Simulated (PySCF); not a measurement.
Multinuclear NMR of C$_{4}$H$_{9}$F$_{3}$Si$_{2}$

Numbering as in the mapped SMILES `[CH3:1][SiH2:2]/[CH:3]=[C:4](\[SiH3:5])[C:6]([F:7])([F:8])[F:9]`. Hydrogens are named by the atom that carries them.

One conformer, non-relativistic, averaged over atoms made equivalent by symmetry, fast rotation or ring inversion, no solvent model. NMR shieldings at PBE0/pcSseg-1/GIAO; structure optimised with GFN2-xTB; PySCF 2.14.0 with density-fitted response routines.

Problem. Where does $^{19}$F resonate?

Solution. 
```json
{"atoms": "F7/F8/F9", "environment": "fluorine of a CF3 group", "σ (ppm)": "251.5", "δ (ppm)": "-66.2"}
```

Shieldings were converted by a linear fit to measured shifts: $^{19}$F: δ = 146.13 − 0.903σ +14.6 on sp3 carbon (rms 6.0 ppm, 223 shifts, 7.0 ppm with the 5 outliers that the fit left out vs CFCl3, solution or neat liquid). Occasional misses reach two or three times the rms, and more in compound classes unlike the fitted ones.

On a 500 MHz spectrometer $^{19}$F resonates near 470.5 MHz, so 1 ppm is 470.5 Hz.

Problem. Where does $^{29}$Si resonate?

Solution. 
```csv
atoms,environment,σ (ppm),δ (ppm)
Si2,"silicon bonded to 2 C, 2 H",402.7,-51.0
Si5,"silicon bonded to C, 3 H",431.4,-74.6
```

Shieldings were converted by a linear fit to measured shifts: $^{29}$Si: δ = 279.94 − 0.822σ (rms 8.9 ppm, 72 shifts, 25.8 ppm with the 6 outliers that the fit left out vs TMS, solution or neat liquid). Occasional misses reach two or three times the rms, and more in compound classes unlike the fitted ones.

On a 400 MHz spectrometer $^{29}$Si resonates near 79.5 MHz, so 1 ppm is 79.5 Hz.
